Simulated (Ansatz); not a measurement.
Reaction (cleavage of the Ge–Ge bond): `[GeH3][GeH2][GeH2][GeH2][GeH3]` + `OCS` → `OC[S][GeH3]` + `[GeH3][GeH2][GeH2][GeH3]`

Computed with Ansatz on PBE0-D4/def2-TZVP structures; ΔE is electronic, products minus reactants. CBS: MP2 limit from def2 TZ/QZ plus the TZ coupled-cluster correction, frozen cores. Functionals use def2-TZVPP. For Ge outer-core shells are correlated without core-valence functions, which leaves a few kJ/mol of doubt a bond. Scalar relativity is left out up to krypton. Each species was taken in one conformer, which may not be the lowest.

```csv
level,ΔE (kJ/mol)
r2SCAN-D4,-13.5
HF/def2-QZVPP,-20.7
```

Problem. What does CCSD(T)/CBS give? (Best estimate.)

Solution. The calculation gave: -7.8 kJ/mol. The listed levels differ from it by -5.7, -12.9 kJ/mol.

Largest T1 diagnostic among the species: 0.012.

In def2-TZVPP, CCSD(T) changes the Hartree–Fock value by +12.5 kJ/mol (the triples alone add −0.6 kJ/mol) and MP2 by +11.4 kJ/mol. The D4 term adds +4.9 kJ/mol with B3LYP and +3.3 kJ/mol with PBE0; it sums over pairs of atoms, weighted by their polarisabilities, and B3LYP, whose exchange is more repulsive, gets the larger term.

B3LYP here is the variant with VWN-RPA as its local correlation; programs differ in this.
